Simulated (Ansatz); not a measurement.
```yaml
crystal:
  periodic: [false, false, false]
  atoms:
    - {symbol: C, position_ang: [0.984550, -1.603543, -0.392537]}
    - {symbol: N, position_ang: [0.225431, -0.451723, -0.266666]}
    - {symbol: W, position_ang: [-0.472448, 1.070704, 0.067541]}
    - {symbol: O, position_ang: [-1.968865, 0.591009, 1.095649]}
    - {symbol: F, position_ang: [-0.833047, 1.448086, -1.762948]}
    - {symbol: Cl, position_ang: [-1.074876, 3.330306, 0.355637]}
    - {symbol: Cl, position_ang: [1.444882, 1.740853, 1.174112]}
    - {symbol: H, position_ang: [1.136440, -1.778321, -1.485242]}
    - {symbol: H, position_ang: [1.995827, -1.424868, 0.059199]}
    - {symbol: H, position_ang: [0.566565, -2.480858, -0.033313]}
    - {symbol: H, position_ang: [-2.020448, -0.395095, 1.248031]}
basis:
  gaussian: {orbitals: cc-pVTZ-PP, point_charges: [{charge: 2.00, position_ang: [5.267, 0.738, 0.375]}]}
magnetization: {spin_polarized: true, initial_magnetization: 0}
hamiltonian: {xc: {name: wB97M-V}, pseudopotentials: {relativity: scalar}}
scf: {lower_state_search: off}
```

```sh
$ ansatz run in.yaml --threads 2 --pin off --events-out ev --progress --plain --max-ram 32768MiB --backend cpu
```

**Question.** How does Ansatz answer? (An estimate is asked.)

**Answer.** Computed: The input was rejected before any iteration.
```
Functional definition: wB97M-V
Error: <dir> the basis set cc-pVTZ-PP has no functions for C
```
